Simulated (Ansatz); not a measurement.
Basis sets compared for Si₄H₆. Charge 0, multiplicity 1. Geometry PBE-D4/def2-SVP. Ansatz on 4 threads of Arm Neoverse V2 on a shared host; times are rough, and most runs start from earlier orbitals.

```xyz
10

Si   -0.993    1.486   -0.184
Si   -1.633   -0.564   -0.491
Si    0.470   -1.410    0.041
Si    1.170    0.834    0.380
H     1.602    1.145    1.791
H     0.536   -2.277    1.273
H    -2.931   -1.209   -0.894
H    -1.671    2.824   -0.288
H     2.259    1.296   -0.555
H     1.190   -2.125   -1.074
```

The restricted singlet is unstable towards broken spin symmetry in Hartree–Fock (as tested in another run); at PBE-D4/def2-SVP, PBE-D4/def2-TZVPD, r2SCAN-D4/def2-TZVP, r2SCAN-D4/def2-TZVPD and others this wasn't settled. The structure comes from a short search, and lower isomers may exist.

Binding counts from free atoms (Si triplet, H doublet) in the same basis, without a counterpoise term.

```tsv
level	functions	energy (Eh)	HOMO (eV)	LUMO (eV)	binding per atom (eV)	wall time
PBE-D4/def2-SVP	102	-1160.5716	-5.32	-2.68	2.95	0.85 s
PBE-D4/def2-TZVP	184	-1160.9771	-5.34	-2.74	2.96	1.4 s
r2SCAN-D4/def2-TZVP (with forces)	184	-1161.4586	-5.51	-2.66	2.98	3.4 s
PBE0-D4/def2-SVP	102	-1160.6855	-6.14	-2.01	2.93	1 s
PBE0-D4/def2-TZVP	184	-1161.0872	-6.12	-2.03	2.95	1.9 s
```

Q: Estimate the rows for PBE-D4/def2-TZVPD, r2SCAN-D4/def2-TZVPD, PBE0-D4/def2-TZVPD.

A: 
```
               level  functions  energy (Eh)  HOMO (eV)  LUMO (eV)  binding per atom (eV)  wall time
   PBE-D4/def2-TZVPD        226   -1160.9779      -5.35      -2.76                   2.96      2.3 s
r2SCAN-D4/def2-TZVPD        226   -1161.4592      -5.51      -2.66                   2.98      4.6 s
  PBE0-D4/def2-TZVPD        226   -1161.0878      -6.12      -2.05                   2.95      2.7 s
```
